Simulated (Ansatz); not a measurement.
Molecule: sum formula SiNH₄, charge 0, multiplicity 2. It need not be the lowest isomer of its formula. 
Coordinates optimised at B3LYP-D3(BJ)/def2-TZVP (Ansatz, a first-principles code):
```
Si
N 1 1.7545
H 2 1.0233 1 112.94
H 1 1.4766 2 109.05 3 -171.64
H 1 1.4867 4 109.54 2 -122.57
H 1 1.4875 4 109.53 5 -119.05
```
Charge 0, spin multiplicity 2.

Wanted: vertical electron affinity (to the singlet state of charge -1; a negative value means that the extra electron is unbound and the number depends on the basis; each state is the SCF solution reached for its spin), in eV. Correlated levels leave the core frozen unless marked. Open shells are spin-unrestricted. No spin-orbit coupling. Non-relativistic. Anions need diffuse functions: aug- sets have them; def2-D sets add few. CBS marks a two-point X^-3 extrapolation of the correlation energy; Hartree-Fock from the larger set. The bracket is a focal-point correction in the basis named.

```
level                                                                      program  vertical electron affinity (eV)
-------------------------------------------------------------------------  -------  -------------------------------
wB97X/def2-TZVPD                                                            Ansatz                              [?]
SCS-MP2/aug-cc-pV(T+d)Z                                                     Ansatz                             1.79
CCSD/aug-cc-pV(D+d)Z                                                        Ansatz                             1.41
RI-MP2/CBS(aug-cc-pV(T+d)Z,aug-cc-pV(Q+d)Z)+[CCSD(T)-MP2]/aug-cc-pV(T+d)Z   Ansatz                             1.77
```

**Question.** What belongs in the gaps?

**Answer.** 
- wB97X/def2-TZVPD, vertical electron affinity (eV): 1.53
